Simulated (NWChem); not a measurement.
System: SeIF; SMILES F[Se]I

The following NWChem deck was run.

```
start job
memory heap 200 mb stack 900 mb global 1100 mb
geometry units angstroms
  Se    -0.381545     1.299769     0.000000
  F      1.290960     1.935855     0.000000
  I      0.025968    -1.198765     0.000000
end
basis spherical
  Se library 3-21g
  F library 3-21g
  I library 3-21g
end
dft
  xc b3lyp
  iterations 150
end
driver
  maxiter 120
end
task dft optimize
task dft freq
```

This build's default masses of Se (78.918 u) and Br (79.917 u) are each other's, which moves their modes by up to 0.6 %.

The level has its own optimisation; frequencies are unscaled.

Q: Give the results of this calculation. (B3LYP/3-21G, non-relativistic.) Quantities: r F–Se (Å); r I–Se (Å); highest harmonic frequency (cm⁻¹); lowest (cm⁻¹); zero-point energy (kcal/mol); dipole (D).

A: 
```json
{
 "r F–Se (Å)": "1.784",
 "r I–Se (Å)": "2.726",
 "highest harmonic frequency (cm⁻¹)": "651",
 "lowest (cm⁻¹)": "132",
 "zero-point energy (kcal/mol)": "1.4",
 "dipole (D)": "1.56"
}
```
